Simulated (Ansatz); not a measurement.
Total energies of CH3AlCl2 (`Cl[CH2][AlH][Cl]`).

Z-matrix (Å, degrees):
```
C
Al 1 1.946
Cl 1 1.854 2 80.7
H 1 1.087 2 122.4 3 103.3
H 1 1.087 2 121.2 3 -103.3
Cl 2 2.100 1 117.0 3 95.3
H 2 1.570 1 122.4 3 -88.0
```

The species carries charge 0 and has multiplicity 1. The geometry is a stationary point of PBE0-D4/def2-TZVP. It is one conformer, not always the lowest. Basis def2-TZVPP, the Gaussian-basis code of Ansatz.

RPA on PBE orbitals: Hartree–Fock energy of these orbitals -1200.60527 Eh, correlation -1.06245 Eh (frozen core).

| functional | kind | energy without D4 (Eh) | D4 term (kJ/mol) |
| --- | --- | --- | --- |
| PBE0 | global hybrid, 25 % exact exchange | -1202.39364 | -14.0 |
| BHLYP | global hybrid, 50 % | -1202.83678 | -22.7 |

Q: Give the same for LDA (SPW92), PBE, revPBE, BLYP, r2SCAN, B97M-V, B3LYP, r2SCANh, r2SCAN0, HSE06 (plane-wave form), CAM-B3LYP, LC-ωPBE, ωB97X-V, ωB97M-V, B2PLYP, PBE-QIDH. (Estimate.)

A: The calculation gave: 
```tsv
functional	kind	energy without D4 (Eh)	D4 term (kJ/mol)
LDA (SPW92)	LDA	-1198.45172	–
PBE	GGA	-1202.28885	-16.4
revPBE	GGA	-1202.62421	-43.9
BLYP	GGA	-1202.83267	-35.5
r2SCAN	meta-GGA	-1202.74983	-3.8
B97M-V	meta-GGA with VV10	-1202.56867	–
B3LYP	global hybrid, 20 %	-1202.91473	-26.9
r2SCANh	meta-GGA hybrid, 10 %	-1202.74367	-4.2
r2SCAN0	meta-GGA hybrid, 25 %	-1202.73527	-4.6
HSE06 (plane-wave form)	screened hybrid	-1202.36975	-13.2
CAM-B3LYP	range-separated hybrid	-1202.86884	-14.5
LC-ωPBE	long-range corrected hybrid	-1202.50041	–
ωB97X-V	range-separated hybrid GGA with VV10	-1202.67349	–
ωB97M-V	range-separated hybrid meta-GGA with VV10	-1202.77794	–
B2PLYP	double hybrid	-1202.44656	–
PBE-QIDH	double hybrid	-1202.13477	–
```

B3LYP takes the VWN-RPA correlation (the form of Gaussian; ORCA's B3LYP/G). HSE06 is the plane-wave form, built on full-range PBE exchange. The double hybrids freeze the cores in their second-order part.

LC-ωPBE has ω = 0.4 bohr⁻¹.
